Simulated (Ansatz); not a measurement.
Geometry optimisation, RKS B3LYP-D4/def2-SVP (Ansatz).

The input (input.yaml):

```yaml
crystal:
  periodic: [false, false, false]
  atoms:
    - { symbol: C, position_ang: [-1.0505, 0.2694, -0.5017] }
    - { symbol: B, position_ang: [-0.077, -0.4868, 0.4071] }
    - { symbol: C, position_ang: [1.4323, -0.1626, 0.4267] }
    - { symbol: S, position_ang: [2.1098, 0.887, -0.3709] }
    - { symbol: H, position_ang: [-0.8099, 0.1919, -1.5968] }
    - { symbol: H, position_ang: [-1.088, 1.4056, -0.2417] }
    - { symbol: H, position_ang: [-2.0953, -0.0865, -0.3619] }
    - { symbol: H, position_ang: [-0.4456, -1.3352, 1.0891] }
    - { symbol: H, position_ang: [2.1127, -0.7291, 1.1331] }
basis:
  gaussian: { orbitals: def2-SVP }
hamiltonian:
  xc: b3lyp
  dispersion: d4
relax:
  f_tol: 0.015
  max_steps: 40
```

Launched with:

```bash
$ ansatz run input.yaml --threads 1 --pin off --max-ram 2048MiB --backend cpu --events-out ev --progress --plain --runs-dir out
```

Where does it end, and by what steps?

The run converged. After 28 steps the energy has fallen by 1.007 eV; S4 moved furthest, 1.63 Å.

| step | energy less start (eV) | largest force component (eV/Å) | accepted |
| --- | --- | --- | --- |
| 0 | 0.0000 | 6.539 | yes |
| 1 | -0.6374 | 3.052 | yes |
| 2 | -0.5584 | 2.500 | no |
| 3 | -0.7814 | 1.165 | yes |
| 4 | -0.8091 | 0.144 | yes |
| 5 | -0.8283 | 0.201 | yes |
| 6 | -0.8479 | 0.561 | yes |
| 7 | -0.8644 | 1.054 | yes |
| 8 | -0.9081 | 0.468 | yes |
| 9 | -0.8225 | 1.367 | no |
| 10 | -0.9291 | 0.267 | yes |
| 11 | -0.9433 | 0.186 | yes |
| 12 | -0.9600 | 0.123 | yes |
| 13 | -0.9669 | 0.152 | yes |
| 14 | -0.9649 | 0.561 | no |
| 15 | -0.9730 | 0.123 | yes |
| 16 | -0.9715 | 0.293 | no |
| 17 | -0.9763 | 0.062 | yes |
| 18 | -0.9792 | 0.049 | yes |
| 19 | -0.9809 | 0.148 | yes |
| 20 | -0.9810 | 0.333 | yes |
| 21 | -0.9866 | 0.541 | yes |
| 22 | -0.9737 | 0.289 | no |
| 23 | -0.9977 | 0.237 | yes |
| 24 | -1.0041 | 0.092 | yes |
| 25 | -1.0057 | 0.029 | yes |
| 26 | -1.0058 | 0.125 | yes |
| 27 | -1.0062 | 0.055 | yes |
| 28 | -1.0066 | 0.012 | yes |

```xyz
9
Properties=species:S:1:pos:R:3
C -1.090 0.387 -0.401
B -0.007 -0.484 0.328
C 1.470 -0.054 0.474
S 2.200 -0.667 -0.856
H -0.688 1.225 -0.987
H -1.743 0.807 0.390
H -1.749 -0.224 -1.038
H -0.316 -1.547 0.823
H 2.011 0.511 1.250
```

Whether the end is a true minimum wasn't checked by a vibrational analysis.

The run took 67 s on 1 CPU thread of a shared host.
